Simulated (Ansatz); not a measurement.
H₂O₂, charge +1, doublet, at a GFN2-xTB geometry (a state made from the parent by changing its charge; the spin is typed, not shown lowest); CCSD/cc-pVTZ in Ansatz (a program for electronic structure).

Input for Ansatz:
Ansatz 0.2 input:
```yaml
crystal:
  periodic: [false, false, false]
  atoms:
    - {symbol: O, position_ang: [-0.59065691, -0.01900468, 0.25930853]}
    - {symbol: O, position_ang: [0.59065691, 0.01900468, -0.25930853]}
    - {symbol: H, position_ang: [-1.28947104, -0.03417302, -0.46351846]}
    - {symbol: H, position_ang: [1.28947104, 0.03417302, 0.46351846]}
basis:
  gaussian:
    orbitals: cc-pVTZ
total_charge: 1
magnetization: {spin_polarized: true, initial_magnetization: 1}
correlation: {method: ccsd}
```

It wrote (shortened):

```
Functional definition: HF
529 factors; integrals over basis functions are off by at most 7.5e-4 eV
mean field evaluation 1: about -4093.0476 eV, gradient 2.3e1 eV
mean field evaluation 2: about -4093.0524 eV, gradient 2.3e1 eV
mean field evaluation 4: about -4094.7944 eV, gradient 1.7e0 eV
mean field evaluation 8: about -4094.8129 eV, gradient 2.8e-4 eV
mean field evaluation 16: about -4094.8066 eV, gradient 1.5e-1 eV
mean field evaluation 32: about -4092.2791 eV, gradient 6.0e-1 eV
mean field -4094.81291909 eV, -150.4815992126 hartree, gradient 1.4e-6 eV, S^2 0.770282; 3 other end points of the search recorded, 0 dependent functions left out
determinant -4094.81291909 eV, -150.4815992126 hartree, with singles and doubles -4107.74045707 eV, -150.9566774709 hartree
determinant -4092.28854433 eV, -150.3888301513 hartree, with singles and doubles -4104.80459938 eV, -150.8487866908 hartree
2 core orbitals not correlated
reference -4094.81291909 eV, -150.4815992126 hartree; 7, 6 occupied and 79, 80 virtual orbitals, 529 factors
second order -12.66548972 eV of doubles, -0.00000000 eV of singles
cycle   1  -12.84072924 eV  change    -1.2e0 eV  update   1.6e-2
cycle   2  -12.87565302 eV  change   -3.5e-2 eV  update   3.1e-3
cycle   3  -12.87292893 eV  change    2.7e-3 eV  update   1.1e-3
cycle   4  -12.87374070 eV  change   -8.1e-4 eV  update   2.9e-4
cycle   5  -12.87366972 eV  change    7.1e-5 eV  update   9.7e-5
cycle   6  -12.87367976 eV  change   -1.0e-5 eV  update   2.9e-5
cycle   7  -12.87369319 eV  change   -1.3e-5 eV  update   1.1e-5
Total energy: -4107.68661228 eV, -150.9546987113 hartree
```
